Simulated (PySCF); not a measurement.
CH2ClF3Si. Atoms are numbered in the order given.

```xyz
8

Si     0.9192     0.5878     0.0000
Cl    -0.3966     2.1655     0.0000
C     -0.0969    -1.0534     0.0000
F     -0.8771    -1.1705    -1.0791
F     -0.8771    -1.1705     1.0791
F      0.7509    -2.0961     0.0000
H      1.7423     0.6058    -1.2348
H      1.7423     0.6058     1.2348
```

The structure is a stationary point at PBE0-D3(BJ)/def2-SVP.

Computed with PBE0/def2-TZVP run with PySCF.

Isolated molecule, no solvent.

| Property | Value |
|---|---|
| total energy | -1088.15272 hartree |
| point group | Cs |
| highest occupied level | -9.34 eV |
| lowest empty level | -0.43 eV |
| orbital gap | 8.90 eV |
| dipole moment | 1.78 D |
| quadrupole, principal values (traceless, Buckingham form, about the centre of nuclear charge) | -3.50, 0.53, 2.97 D·Å |
| mean static polarisability | 50.1 bohr³ (7.43 Å³) |
| polarisability, principal values | 44.9, 47.6, 57.9 bohr³ |
